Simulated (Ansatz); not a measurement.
Input file for Ansatz (a program for electronic structure): R-CCSD(T)/aug-cc-pVTZ on CHN (SMILES C#N).

Ansatz 0.2 input:
```yaml
crystal:
  periodic: [false, false, false]
  atoms:
    - {symbol: C, position_ang: [-0.00000000, -0.00000000, -0.02643635]}
    - {symbol: N, position_ang: [0.00000000, 0.00000000, 1.11972940]}
    - {symbol: H, position_ang: [0.00000000, 0.00000000, -1.09319305]}
basis:
  gaussian:
    orbitals: aug-cc-pVTZ
magnetization: {spin_polarized: false}
correlation: {method: ccsd_t, electrons: outside_noble_gas}
scf: {lower_state_search: off}
```

Output:

```
WARN ansatz: RAYON_NUM_THREADS=1 ignored (pool sized by the plan → 1); use --threads N
Functional definition: HF
these checks for a lower state are left out or cut short: stability, starts, cluster_reference, orbital_swaps, neighbouring_geometries, increment
integrals: 0.16 GiB planned
674 factors; integrals over basis functions are off by at most 1.2e-3 eV
mean field: 0.16 GiB planned
mean field evaluation 1: about -2526.2468 eV, gradient 2.9e1 eV
mean field evaluation 2: about -2526.2511 eV, gradient 2.9e1 eV
mean field evaluation 4: about -2528.1771 eV, gradient 2.9e0 eV
mean field evaluation 8: about -2528.2097 eV, gradient 1.4e-4 eV
mean field -2528.20974752 eV, -92.9099945393 hartree, gradient 1.1e-6 eV, S^2 0.000000; 0 other end points of the search recorded, 0 dependent functions left out
2 core orbitals not correlated
reference -2528.20974752 eV, -92.9099945393 hartree; 5, 5 occupied and 108, 108 virtual orbitals, 674 factors
second order -9.49315935 eV of doubles, -0.00000000 eV of singles
coupled cluster: 0.35 GiB planned
cycle   1  -9.20441943 eV  change    2.9e-1 eV  update   8.0e-2
cycle   2  -9.52244221 eV  change   -3.2e-1 eV  update   2.5e-2
cycle   3  -9.58994289 eV  change   -6.8e-2 eV  update   1.1e-2
cycle   4  -9.58938005 eV  change    5.6e-4 eV  update   2.8e-3
cycle   5  -9.59220605 eV  change   -2.8e-3 eV  update   1.1e-3
cycle   6  -9.59270709 eV  change   -5.0e-4 eV  update   2.5e-4
cycle   7  -9.59272554 eV  change   -1.8e-5 eV  update   6.9e-5
cycle   8  -9.59276735 eV  change   -4.2e-5 eV  update   1.8e-5
cycle   9  -9.59277584 eV  change   -8.5e-6 eV  update   5.7e-6
perturbative correction -0.49590412 eV, -0.0182241403 hartree
Total energy: -2538.29842749 eV, -93.2807466897 hartree
Checks for a lower state left out: stability, starts, cluster_reference, orbital_swaps, neighbouring_geometries, increment
```

The run converged.

Cost: about 5 core-seconds (a rough figure).
